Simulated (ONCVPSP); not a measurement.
**Logarithmic derivatives: hafnium (Hf), ONCV**

| Item | Value |
| --- | --- |
| Element | Hf (Z = 72) |
| Generator | ONCVPSP 4.0.1 |
| Type | optimised norm-conserving Vanderbilt (ONCV) |
| Functional | PBE |
| Relativity | scalar-relativistic |
| Frozen core | [Kr] 4d10 |
| Valence charge | 26 |
| Reference configuration | 4f14 5s2 5p6 5d2.5 6s1.5 |
| Partial waves | 5s+6s: rc 1.85 bohr, ncon 4, nbas 8, qcut 5.1 1/bohr, 2 projectors; 5p: rc 1.80 bohr, ncon 3, nbas 7, qcut 9.7 1/bohr, 1 projector; 5d: rc 3.05 bohr, ncon 5, nbas 10, qcut 3.9 1/bohr, 2 projectors, debl 3.7 Ha; 4f: rc 0.75 bohr, ncon 4, nbas 8, qcut 22.1 1/bohr, 1 projector |
| Local potential | polynomial inside 0.50 bohr (lpopt 5, dvloc0 2 Ha) |
| Core correction | Teter function, fcfact 3.75, rcfact 1.2 |

The phase is arctan(r·R′/R) of the radial function R(r), unwrapped; energies in Ha, scanned from -4 to 5 Ha. A pole is an energy at which the radial function vanishes at the test radius. The pseudo phase is shifted by a multiple of π to meet the all-electron one at the reference energy, and phase errors are pseudo minus all-electron; the curves can meet again beyond the range given. Levels narrower than the energy grid can be missing from the lists of poles.

```csv
channel,radius (bohr),reference energy (Ha),"poles, all-electron","poles, pseudo",unbroken range about the reference energy with phases within 0.05 rad,phase error 1 Ha above the reference energy (rad)
s,1.88,-0.18,-2.12,"-2.12, 0.69",below 0.5,-2.988
p,1.82,-1.28,-0.53,-0.54,below 1.1,-0.004
d,3.09,-0.08,"0.14, 2.34","0.14, 2.42",below 0.6,+0.360
f,0.76,-0.59,3.27,3.41,the whole range,+0.001
```

Note: ghosts flagged at negative energy: s at -1123.4 eV, p at -765.1 eV, d at -199.7 eV; GHOST(+) flagged for s at 19.1 eV. A true bound ghost makes a file unfit for plane-wave use.

Phases in the p channel:

```json
{"E (Ha)": "-3.98", "all-electron": "1.254", "pseudo": "1.253"}
{"E (Ha)": "-3.74", "all-electron": "1.230", "pseudo": "1.230"}
{"E (Ha)": "-3.50", "all-electron": "1.201", "pseudo": "1.200"}
{"E (Ha)": "-3.26", "all-electron": "1.162", "pseudo": "1.161"}
{"E (Ha)": "-3.02", "all-electron": "1.110", "pseudo": "1.108"}
{"E (Ha)": "-2.78", "all-electron": "1.036", "pseudo": "1.033"}
{"E (Ha)": "-2.54", "all-electron": "0.919", "pseudo": "0.915"}
{"E (Ha)": "-2.30", "all-electron": "0.716", "pseudo": "0.710"}
{"E (Ha)": "-2.06", "all-electron": "0.325", "pseudo": "0.317"}
{"E (Ha)": "-1.82", "all-electron": "-0.327", "pseudo": "-0.333"}
{"E (Ha)": "-1.58", "all-electron": "-0.897", "pseudo": "-0.898"}
{"E (Ha)": "-1.34", "all-electron": "-1.205", "pseudo": "-1.205"}
{"E (Ha)": "-1.10", "all-electron": "-1.372", "pseudo": "-1.372"}
{"E (Ha)": "-0.86", "all-electron": "-1.475", "pseudo": "-1.476"}
{"E (Ha)": "-0.62", "all-electron": "-1.548", "pseudo": "-1.550"}
{"E (Ha)": "-0.38", "all-electron": "-1.604", "pseudo": "-1.607"}
{"E (Ha)": "-0.14", "all-electron": "-1.651", "pseudo": "-1.655"}
{"E (Ha)": "0.10", "all-electron": "-1.693", "pseudo": "-1.700"}
{"E (Ha)": "0.34", "all-electron": "-1.734", "pseudo": "-1.745"}
{"E (Ha)": "0.58", "all-electron": "-1.777", "pseudo": "-1.794"}
{"E (Ha)": "0.82", "all-electron": "-1.824", "pseudo": "-1.850"}
{"E (Ha)": "1.06", "all-electron": "-1.879", "pseudo": "-1.920"}
{"E (Ha)": "1.30", "all-electron": "-1.947", "pseudo": "-2.015"}
{"E (Ha)": "1.54", "all-electron": "-2.037", "pseudo": "-2.157"}
{"E (Ha)": "1.78", "all-electron": "-2.163", "pseudo": "-2.387"}
{"E (Ha)": "2.02", "all-electron": "-2.353", "pseudo": "-2.780"}
{"E (Ha)": "2.26", "all-electron": "-2.647", "pseudo": "-3.339"}
{"E (Ha)": "2.50", "all-electron": "-3.068", "pseudo": "-3.822"}
{"E (Ha)": "2.74", "all-electron": "-3.521", "pseudo": "-4.116"}
{"E (Ha)": "2.98", "all-electron": "-3.866", "pseudo": "-4.289"}
{"E (Ha)": "3.22", "all-electron": "-4.090", "pseudo": "-4.399"}
{"E (Ha)": "3.46", "all-electron": "-4.234", "pseudo": "-4.474"}
{"E (Ha)": "3.70", "all-electron": "-4.332", "pseudo": "-4.531"}
{"E (Ha)": "3.94", "all-electron": "-4.403", "pseudo": "-4.575"}
{"E (Ha)": "4.18", "all-electron": "-4.456", "pseudo": "-4.612"}
{"E (Ha)": "4.42", "all-electron": "-4.497", "pseudo": "-4.644"}
{"E (Ha)": "4.66", "all-electron": "-4.530", "pseudo": "-4.673"}
{"E (Ha)": "4.90", "all-electron": "-4.557", "pseudo": "-4.700"}
```
